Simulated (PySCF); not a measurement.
CH6GeOSi, SMILES C[O][Ge][SiH3] (connectivity only; charge and spin as stated), neutral, multiplicity 1.

Coordinates come from a B3LYP-D3(BJ)/def2-SVP optimisation. The structure was generated by enumeration; whether it is a known compound was not checked. Other conformers were not sampled.

Two levels are set side by side: PBE/def2-TZVP (PySCF) and r2SCAN/def2-TZVP (PySCF). Same geometry, gas phase. Differences are taken from unrounded values.

```tsv
quantity	r2SCAN
orbital gap (eV)	2.26
highest occupied level (eV)	-5.54
lowest empty level (eV)	-3.28
dipole moment (D)	0.73
mean polarisability (bohr³)	83.6
```

What does PBE give, and how far is it from r2SCAN? (The exact figures need the calculation; the answer reports its results.)


```
quantity                       PBE  PBE minus r2SCAN
---------------------------  -----  ----------------
orbital gap (eV)              2.01             -0.25
highest occupied level (eV)  -5.33              0.21
lowest empty level (eV)      -3.32             -0.04
dipole moment (D)             0.72             -0.01
mean polarisability (bohr³)   85.7               2.1
```

Rough cost on one machine, each run with all the roots and properties that it gave: r2SCAN against PBE about 3 times.
